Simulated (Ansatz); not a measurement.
Q: Predict a relaxed structure of BMe2(iBu) (C6H15B), charge 0, singlet, at PBE-D4/def2-SVP (Ansatz).

A: 
```tsv
atom	x (Å)	y (Å)	z (Å)
B1	1.177	0.392	-0.006
C2	2.227	-0.446	0.822
C3	1.464	0.685	-1.530
C4	-0.125	0.950	0.720
C5	-1.425	0.130	0.460
C6	-1.282	-1.332	0.906
C7	-1.906	0.212	-0.995
H8	1.779	-1.064	1.627
H9	2.851	0.315	1.351
H10	2.929	-1.060	0.222
H11	0.841	1.470	-1.999
H12	1.273	-0.265	-2.084
H13	2.538	0.905	-1.719
H14	-0.314	1.996	0.388
H15	0.036	0.984	1.820
H16	-2.220	0.590	1.090
H17	-0.540	-1.876	0.283
H18	-2.247	-1.874	0.819
H19	-0.947	-1.407	1.961
H20	-1.203	-0.290	-1.691
H21	-2.012	1.264	-1.331
H22	-2.893	-0.281	-1.113
```
 This is one stationary point.
